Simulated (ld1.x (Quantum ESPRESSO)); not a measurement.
Scattering properties, TM potential for Cu

```
Element                 : Cu (Z = 29)
Generator               : ld1.x (Quantum ESPRESSO) 7.5
Type                    : norm-conserving Troullier–Martins (Kleinman–Bylander form)
Functional              : PBE
Relativity              : scalar-relativistic
Frozen core             : [Ne]
Valence charge          : 19
Reference configuration : 3s2 3p6 3d10 4s1 4p0
Partial waves           : 3s (bound): rc 0.65 bohr; 3p (bound): rc 1.15 bohr; 3d (bound): rc 1.30 bohr
Local potential         : the d channel
Core correction         : a·sin(br)/r model core inside 0.55 bohr
```

Occupied shells without a wave of their own: 4s. They enter only through the test configuration that unscreens the potential, and ld1.x also counts them in the model core charge.

The phase is arctan(r·u′/u) with u = r·R(r), unwrapped; energies in Ry, scanned from -10 to 5 Ry. A pole is an energy at which the radial function vanishes at the test radius. The pseudo phase is shifted by a multiple of π to meet the all-electron one at the reference energy, and phase errors are pseudo minus all-electron; the curves can meet again beyond the range given. Levels narrower than the energy grid can be missing from the lists of poles.

```csv
channel,radius (bohr),reference energy (Ry),"poles, all-electron","poles, pseudo",unbroken range about the reference energy with phases within 0.05 rad,phase error 1 Ry above the reference energy (rad)
s,1.40,-8.43,-7.88,-7.88,below 1.2,+0.003
p,1.40,-5.30,-4.54,-4.53,below 1.7,+0.004
d,1.40,-0.37,0.93,1.01,below 3.5,+0.011
```

ld1.x takes every shell without a wave as core, so the model core holds the 4s electrons as well and exchange and correlation see them twice. This cancels in the reference configuration, but the file is broken for other ones, and its errors say nothing about a proper core correction.

Phases in the d channel:

```
E (Ry)  all-electron  pseudo
-10.00         1.349   1.352
 -9.76         1.347   1.349
 -9.52         1.344   1.347
 -9.28         1.341   1.344
 -9.04         1.338   1.341
 -8.80         1.335   1.338
 -8.56         1.331   1.335
 -8.32         1.328   1.331
 -8.08         1.324   1.328
 -7.84         1.320   1.324
 -7.60         1.316   1.320
 -7.36         1.312   1.316
 -7.12         1.308   1.312
 -6.88         1.303   1.307
 -6.64         1.298   1.302
 -6.40         1.292   1.297
 -6.16         1.287   1.292
 -5.92         1.280   1.286
 -5.68         1.274   1.279
 -5.44         1.267   1.272
 -5.20         1.259   1.265
 -4.96         1.251   1.257
 -4.72         1.241   1.248
 -4.48         1.231   1.238
 -4.24         1.220   1.227
 -4.00         1.207   1.215
 -3.76         1.193   1.201
 -3.52         1.177   1.185
 -3.28         1.158   1.167
 -3.04         1.135   1.146
 -2.80         1.109   1.120
 -2.56         1.077   1.089
 -2.32         1.036   1.049
 -2.08         0.984   0.998
 -1.84         0.914   0.929
 -1.60         0.815   0.832
 -1.36         0.668   0.685
 -1.12         0.437   0.454
 -0.88         0.076   0.088
 -0.64        -0.394  -0.390
 -0.40        -0.815  -0.815
 -0.16        -1.099  -1.098
  0.08        -1.279  -1.275
  0.32        -1.398  -1.391
  0.56        -1.481  -1.471
  0.80        -1.543  -1.531
  1.04        -1.591  -1.577
  1.28        -1.631  -1.614
  1.52        -1.664  -1.645
  1.76        -1.693  -1.671
  2.00        -1.719  -1.694
  2.24        -1.743  -1.716
  2.48        -1.766  -1.735
  2.72        -1.787  -1.753
  2.96        -1.808  -1.770
  3.20        -1.829  -1.786
  3.44        -1.851  -1.803
  3.68        -1.872  -1.819
  3.92        -1.895  -1.835
  4.16        -1.919  -1.851
  4.40        -1.944  -1.868
  4.64        -1.972  -1.885
  4.88        -2.002  -1.903
```
